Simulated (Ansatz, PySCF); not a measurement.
C2H2N, SMILES [CH2-]C#N, charge -1. Atoms are numbered in the order given.

```xyz
5

C     -1.2022    -0.1237     0.0000
C      0.1776    -0.0063     0.0000
N      1.3592     0.0278     0.0000
H     -1.7111     0.1738    -0.9151
H     -1.7111     0.1738     0.9151
```
Charge -1, spin multiplicity 1.

Coordinates come from a r2SCAN-D4/def2-TZVPD optimisation.

Two levels are set side by side: PBE-D3(BJ)/def2-TZVPD (Ansatz, an electronic-structure program) and r2SCAN-D4/def2-TZVPD (Ansatz). Each level has its own optimised geometry; the coordinates shown are those of the second. Frequencies come from the Hessian of PySCF at each geometry. Differences are taken from unrounded values.

```json
[
 {"quantity": "mean bond length (Å)", "r2SCAN-D4": "1.186"},
 {"quantity": "bond C1–C2 (Å)", "r2SCAN-D4": "1.385"},
 {"quantity": "bond C2–N3 (Å)", "r2SCAN-D4": "1.182"},
 {"quantity": "bond C1–H4 (Å)", "r2SCAN-D4": "1.089"},
 {"quantity": "bond C1–H5 (Å)", "r2SCAN-D4": "1.089"},
 {"quantity": "highest harmonic wavenumber (cm⁻¹)", "r2SCAN-D4": "3143"},
 {"quantity": "mean harmonic wavenumber (cm⁻¹)", "r2SCAN-D4": "1479"},
 {"quantity": "zero-point energy (kcal/mol)", "r2SCAN-D4": "19.03"}
]
```

Q: What does PBE-D3(BJ) give, and how far is it from r2SCAN-D4? (Estimate from the structure and the level; the computed values follow.)

A: 
```
quantity                            PBE-D3(BJ)  PBE-D3(BJ) minus r2SCAN-D4
----------------------------------  ----------  --------------------------
mean bond length (Å)                     1.193                       0.007
bond C1–C2 (Å)                           1.390                       0.005
bond C2–N3 (Å)                           1.191                       0.009
bond C1–H4 (Å)                           1.095                       0.007
bond C1–H5 (Å)                           1.095                       0.007
highest harmonic wavenumber (cm⁻¹)        3080                         -64
mean harmonic wavenumber (cm⁻¹)           1442                         -37
zero-point energy (kcal/mol)             18.55                       -0.48
```
